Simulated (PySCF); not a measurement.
C2Ti, SMILES [C]1[C][Ti]1 (connectivity only; charge and spin as stated), neutral, multiplicity 3.

Geometry optimised at PBE-D3(BJ)/def2-TZVP. The spin state was assumed, not searched.

These are PBE-D3(BJ)/def2-TZVP (PySCF) values and carry that method's errors.

Frequencies are harmonic and unscaled.

```
mode  ν (cm⁻¹)  IR (km/mol)  moving atoms (share of kinetic energy)
----  --------  -----------  --------------------------------------
1          293         20.1                                  C 95 %
2          570          9.7                         C 67 %, Ti 33 %
3         1578         36.4                                 C 100 %
```
